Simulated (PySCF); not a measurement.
Compound: C4H15NOSi3.
Atom-mapped SMILES: `[SiH3:1][SiH2:2][O:3][SiH2:4][N:5]1[CH2:6][CH2:7][CH2:8][CH2:9]1`

Structure used (GFN2-xTB), in Å, numbered top down from 1:
```
atom  x, y, z in Å
Si1    2.3112    1.5960   -0.6550
Si2    2.6082   -0.5595   -1.4048
O3     1.2074   -1.3817   -1.3578
Si4   -0.4095   -1.4074   -1.2931
N5    -0.8901   -0.6217    0.1445
C6    -0.1883   -0.6481    1.4066
C7    -0.7059    0.6040    2.1078
C8    -2.1918    0.5827    1.7417
C9    -2.2329   -0.1296    0.3777
H10    3.2103    2.5384   -1.3338
H11    2.5972    1.7621    0.7796
H12    0.9571    2.1346   -0.8420
H13    3.4949   -1.3838   -0.5715
H14    3.0529   -0.6757   -2.7999
H15   -0.7020   -2.8414   -1.3920
H16   -0.9668   -0.6273   -2.3983
H17   -0.4471   -1.5437    1.9923
H18    0.8889   -0.6410    1.2402
H19   -0.5371    0.5891    3.1828
H20   -0.2218    1.4842    1.6839
H21   -2.6191    1.5824    1.6924
H22   -2.7521    0.0094    2.4809
H23   -2.9626   -0.9498    0.3895
H24   -2.5128    0.5476   -0.4330
```

NICS is the negative of the GIAO shielding at a point without a nucleus: at the ring centre (0) and 1 Å above and below it (1); zz is the component along the ring normal. Level: GIAO PBE0/pcSseg-1 (PySCF, non-relativistic, gas phase) on the GFN2-xTB geometry, one conformer.

Ring bond lengths (Å), with Mayer bond orders in brackets: N5–C6 1.444 (0.93), C6–C7 1.526 (1.02), C7–C8 1.531 (1.05), C8–C9 1.539 (1.02), C9–N5 1.449 (0.93).

Problem. What do the NICS probes read (ppm)?

Solution. 
```
          ring                                             type  NICS(0)  NICS(1), two faces  NICS(1)zz, two faces  rms pucker (Å)  centre to ring atoms, mean (Å)
N5–C6–C7–C8–C9  5-membered ring with N; formal bonds all single     -7.6         -3.5 / -4.3           -5.9 / -6.4            0.17                            1.25
```

Problem. What do they say, and how far can they be read as aromaticity?

Solution. 
- N5–C6–C7–C8–C9: mean NICS(1)zz -6.2 ppm, shielded. C6, C7, C8, C9 have four or more neighbours, and the NICS criterion for π rings isn't applied.

Problem. What field does 9.4 T along the ring normal induce along that normal at the second NICS(1) probe listed for ring N5–C6–C7–C8–C9, 1 Å off the ring?

Solution. NICSzz × B0 = -6.4 ppm × 9.4 T = -60 μT, against the applied field.

Problem. How shielded are the nuclei of the rings and their hydrogens (means over atoms taken as equivalent)?

Solution. 
| atoms | environment | σ isotropic (ppm) |
| --- | --- | --- |
| N5 | silicon-bound nitrogen | 218.3 |
| C6 (×2) | sp3 carbon bound to nitrogen | 139.5 |
| C7 (×2) | ring CH2 carbon | 157.9 |
| H17 (×4) | methylene hydrogen | 28.66 |
| H19 (×4) | methylene hydrogen | 29.90 |
